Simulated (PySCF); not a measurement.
**Basis and Hamiltonian dependence of the excitation energy of As²⁺**

As²⁺ [Ar] 3d10 4s2 4p1 (2P) → As²⁺ [Ar] 3d10 4s1 4p1 5s1 (4P). All values are computed (PySCF 2.14, energy differences of UHF-based or UKS calculations, no spin-orbit coupling). Values in eV.

```json
{"basis": "aug-cc-pVDZ-DK", "Hamiltonian": "spin-free X2C", "functions": "36", "UHF": "n/a", "PBE0": "n/a", "MP2 (valence)": "n/a", "CCSD(T) (valence)": "n/a", "CCSD(T) (valence and next inner shell)": "n/a"}
{"basis": "aug-cc-pwCVDZ-PP with ECP10MDF", "Hamiltonian": "ECP", "functions": "48", "UHF": "20.929", "PBE0": "22.364", "MP2 (valence)": "21.709", "CCSD(T) (valence)": "21.884", "CCSD(T) (valence and next inner shell)": "22.292"}
{"basis": "def2-TZVPPD", "Hamiltonian": "non-relativistic", "functions": "54", "UHF": "20.371", "PBE0": "21.832", "MP2 (valence)": "21.230", "CCSD(T) (valence)": "21.393", "CCSD(T) (valence and next inner shell)": "21.623"}
{"basis": "x2c-TZVPPall with one added diffuse shell each of s, p, d type", "Hamiltonian": "spin-free X2C", "functions": "57", "UHF": "20.911", "PBE0": "22.408", "MP2 (valence)": "21.744", "CCSD(T) (valence)": "21.897", "CCSD(T) (valence and next inner shell)": "22.133"}
{"basis": "aug-cc-pVTZ-DK", "Hamiltonian": "spin-free X2C", "functions": "59", "UHF": "20.903", "PBE0": "n/a", "MP2 (valence)": "21.739", "CCSD(T) (valence)": "21.891", "CCSD(T) (valence and next inner shell)": "n/a"}
{"basis": "aug-cc-pVQZ-PP with one added diffuse shell each of s, p, d, f, g type with ECP10MDF", "Hamiltonian": "ECP", "functions": "114", "UHF": "n/a", "PBE0": "22.234", "MP2 (valence)": "n/a", "CCSD(T) (valence)": "n/a", "CCSD(T) (valence and next inner shell)": "n/a"}
{"basis": "dyall-av3z", "Hamiltonian": "spin-free X2C", "functions": "144", "UHF": "n/a", "PBE0": "22.309", "MP2 (valence)": "n/a", "CCSD(T) (valence)": "n/a", "CCSD(T) (valence and next inner shell)": "n/a"}
```

Frozen in the all-electron rows: valence: [Ar] 3d10; valence and next inner shell: [Ne]; with a core potential, the same shells as far as they lie outside it.

One determinant isn't an eigenfunction of L², so the numbers do not refer to single terms. Non-relativistic rows lack the scalar-relativistic shift.
